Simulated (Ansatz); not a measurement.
Geometry optimisation, Ansatz, RKS B3LYP/STO-3G.

Input:

```yaml
crystal:
  periodic: [false, false, false]
  atoms:
    - { symbol: B, position_ang: [0.0772, -2.1248, -2.3927] }
    - { symbol: O, position_ang: [-0.4031, -0.7256, -2.0686] }
    - { symbol: Si, position_ang: [-0.0807, -0.5153, -0.4086] }
    - { symbol: C, position_ang: [1.8445, -0.1435, -0.1639] }
    - { symbol: Si, position_ang: [-1.2254, 1.2033, 0.3649] }
    - { symbol: C, position_ang: [-0.828, 1.4817, 2.186] }
    - { symbol: H, position_ang: [1.1505, -2.2709, -2.8014] }
    - { symbol: H, position_ang: [-0.697, -2.961, -2.3353] }
    - { symbol: H, position_ang: [-0.4168, -1.6952, 0.4237] }
    - { symbol: H, position_ang: [1.9804, 0.0092, 0.9407] }
    - { symbol: H, position_ang: [2.3609, -1.0114, -0.5054] }
    - { symbol: H, position_ang: [2.0604, 0.766, -0.7137] }
    - { symbol: H, position_ang: [-0.9242, 2.4478, -0.3891] }
    - { symbol: H, position_ang: [-2.6885, 0.9429, 0.2484] }
    - { symbol: H, position_ang: [-1.4212, 2.3026, 2.5835] }
    - { symbol: H, position_ang: [-1.0735, 0.5811, 2.7734] }
    - { symbol: H, position_ang: [0.2655, 1.7129, 2.2982] }
basis:
  gaussian: { orbitals: STO-3G }
hamiltonian:
  xc: b3lyp
relax:
  f_tol: 0.02
  max_steps: 40
scf:
  lower_state_search: "off"
```

Run as:

```bash
$ ansatz run input.yaml --threads 1 --pin off --max-ram 2048MiB --backend cpu --events-out ev --progress --plain --runs-dir out
```

Problem. Where does it end, and by what steps?

Solution. The forces met the threshold. The force dipped under the threshold on the way, but the program's further checks kept it going. Limits of this set-up: minimal basis. After 26 steps the energy has fallen by 1.628 eV; H7 moved furthest, 1.74 Å.

```json
{"step": "0", "energy less start (eV)": "0.0000", "largest force component (eV/Å)": "5.243", "accepted": "yes"}
{"step": "1", "energy less start (eV)": "-0.6331", "largest force component (eV/Å)": "2.481", "accepted": "yes"}
{"step": "2", "energy less start (eV)": "-0.8136", "largest force component (eV/Å)": "1.404", "accepted": "yes"}
{"step": "3", "energy less start (eV)": "-0.9061", "largest force component (eV/Å)": "0.911", "accepted": "yes"}
{"step": "4", "energy less start (eV)": "-0.9942", "largest force component (eV/Å)": "0.743", "accepted": "yes"}
{"step": "5", "energy less start (eV)": "-1.0900", "largest force component (eV/Å)": "0.860", "accepted": "yes"}
{"step": "6", "energy less start (eV)": "-1.2048", "largest force component (eV/Å)": "0.561", "accepted": "yes"}
{"step": "7", "energy less start (eV)": "-1.3128", "largest force component (eV/Å)": "0.532", "accepted": "yes"}
{"step": "8", "energy less start (eV)": "-1.4326", "largest force component (eV/Å)": "0.602", "accepted": "yes"}
{"step": "9", "energy less start (eV)": "-1.5088", "largest force component (eV/Å)": "0.721", "accepted": "yes"}
{"step": "10", "energy less start (eV)": "-1.5853", "largest force component (eV/Å)": "0.491", "accepted": "yes"}
{"step": "11", "energy less start (eV)": "-1.6185", "largest force component (eV/Å)": "0.154", "accepted": "yes"}
{"step": "12", "energy less start (eV)": "-1.6229", "largest force component (eV/Å)": "0.088", "accepted": "yes"}
{"step": "13", "energy less start (eV)": "-1.6249", "largest force component (eV/Å)": "0.069", "accepted": "yes"}
{"step": "14", "energy less start (eV)": "-1.6255", "largest force component (eV/Å)": "0.013", "accepted": "yes"}
{"step": "15", "energy less start (eV)": "-1.6259", "largest force component (eV/Å)": "0.039", "accepted": "yes"}
{"step": "16", "energy less start (eV)": "-1.6250", "largest force component (eV/Å)": "0.153", "accepted": "no"}
{"step": "17", "energy less start (eV)": "-1.6263", "largest force component (eV/Å)": "0.027", "accepted": "yes"}
{"step": "18", "energy less start (eV)": "-1.6266", "largest force component (eV/Å)": "0.046", "accepted": "yes"}
{"step": "19", "energy less start (eV)": "-1.6268", "largest force component (eV/Å)": "0.043", "accepted": "yes"}
{"step": "20", "energy less start (eV)": "-1.6272", "largest force component (eV/Å)": "0.034", "accepted": "yes"}
{"step": "21", "energy less start (eV)": "-1.6274", "largest force component (eV/Å)": "0.027", "accepted": "yes"}
{"step": "22", "energy less start (eV)": "-1.6276", "largest force component (eV/Å)": "0.032", "accepted": "yes"}
{"step": "23", "energy less start (eV)": "-1.6277", "largest force component (eV/Å)": "0.025", "accepted": "yes"}
{"step": "24", "energy less start (eV)": "-1.6278", "largest force component (eV/Å)": "0.028", "accepted": "yes"}
{"step": "25", "energy less start (eV)": "-1.6279", "largest force component (eV/Å)": "0.022", "accepted": "yes"}
{"step": "26", "energy less start (eV)": "-1.6279", "largest force component (eV/Å)": "0.011", "accepted": "yes"}
```

```xyz
17
Properties=species:S:1:pos:R:3
B -0.303 -1.989 -2.492
O 0.157 -0.853 -1.963
Si 0.287 -0.557 -0.258
C 2.100 -0.168 0.050
Si -1.107 1.160 0.276
C -1.093 1.499 2.127
H -0.344 -2.066 -3.667
H -0.665 -2.899 -1.832
H -0.057 -1.775 0.453
H 2.281 0.024 1.115
H 2.740 -1.008 -0.250
H 2.426 0.717 -0.510
H -0.706 2.357 -0.429
H -2.454 0.834 -0.137
H -1.776 2.322 2.376
H -1.413 0.620 2.701
H -0.093 1.782 2.479
```

Whether the end is a true minimum wasn't checked by a vibrational analysis.

Time of the run: 98 s on 1 CPU thread of a shared host.
